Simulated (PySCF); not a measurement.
A small calculation by hand: chemical shift, span and skew from a shielding tensor

ClH5OSi2, SMILES O[Si@@H]([SiH3])Cl. Atoms are numbered in the order given.

```xyz
9

O      0.7029     1.7826    -0.2856
Si     0.0248     0.4607     0.4610
Si    -1.7514    -0.2506    -0.8827
Cl     1.4009    -1.1140     0.5690
H      1.4544     2.2080     0.1468
H     -0.3410     0.7695     1.8731
H     -1.2255    -0.5995    -2.2329
H     -2.3674    -1.4598    -0.2634
H     -2.7865     0.8169    -1.0071
```
Charge 0, spin multiplicity 1.

Coordinates come from a B3LYP-D3(BJ)/def2-SVP optimisation. The structure was generated by enumeration; whether it is a known compound was not checked. The values are those of a single conformer.

GIAO shieldings from PBE/pcSseg-1 in PySCF, non-relativistic, no solvent. The symmetric part of the tensor of Si2 has the principal values 274.9, 323.9, 355.5 ppm. The same nucleus in TMS has σ = 335.4 ppm at this level (PySCF, at its B3LYP-D3(BJ)/def2-TZVP geometry). Without spin–orbit terms, shifts of atoms bonded to Cl or Br come out too high.

### Question
Work out the isotropic shielding, the ²⁹Si shift against TMS, the span and the skew.

### Answer

σ(iso) = (σ11 + σ22 + σ33)/3 = 318.1 ppm. δ = σ(ref) − σ(iso) = 335.4 − (318.1) = 17.3 ppm.
Span Ω = σ33 − σ11 = 80.6 ppm. Skew κ = 3(σ(iso) − σ22)/Ω = -0.22. Tumbling in solution averages the tensor to δ; in a static solid the shielding alone would spread this spin-1/2 line over Ω.
